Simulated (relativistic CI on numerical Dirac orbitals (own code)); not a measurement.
# What each ingredient does to the levels of Te⁴⁹⁺

Base calculation: Dirac-Coulomb-Breit CI, KLI orbitals optimised for each configuration, QED by a radiative potential, unscaled Slater integrals.

Configurations in the expansion (outside the closed core 1s2): 2s, 2p, 3s, 3p, 3d, 4s, 4p, 4d, 4f, 5s, 5p, 5d, 5f, 5g. Levels of other configurations are missing.

Variants: (1) configuration mixing switched off; (2) one mean potential for all configurations. Shifts of the energy above 2s 2S_1/2, in eV, for the lowest level and the first level of each name with at least 55 % of one term (blank where a level changes its place among those of its configuration and J or its character, or is not in the variant):

| Level | Base | Δ(1) | Δ(2) |
| --- | --- | --- | --- |
| 2s 2S_1/2 | 0.00 | 0.00 | 0.00 |
| 2p 2P°_1/2 | 113.96 | +0.01 | +0.16 |
| 2p 2P°_3/2 | 430.21 | -0.01 | +0.12 |
| 3s 2S_1/2 | 5082.36 | -0.01 | -0.06 |
| 3p 2P°_1/2 | 5113.79 | -0.02 | -0.05 |
| 3p 2P°_3/2 | 5207.73 | -0.01 | -0.04 |
| 3d 2D_3/2 | 5217.80 | -0.01 | -0.08 |
| 3d 2D_5/2 | 5246.46 | -0.01 | -0.08 |
| 4s 2S_1/2 | 6835.06 | -0.01 | -0.08 |
| 4p 2P°_1/2 | 6847.93 | -0.02 | -0.07 |
| 4p 2P°_3/2 | 6887.43 | -0.01 | -0.06 |
| 4d 2D_3/2 | 6891.65 | -0.01 | -0.08 |
| 4d 2D_5/2 | 6903.77 | -0.01 | -0.08 |
| 4f 2F°_5/2 | 6903.98 | -0.01 | -0.08 |

At this charge energies of transitions that change n are usually good to better than 1 %, and those within a shell (Δn = 0) to a few per cent.

Ionisation energy from the two ground configurations alone: base 9040.26 eV. The NIST ASD value (theoretical) is 9040.83 eV.
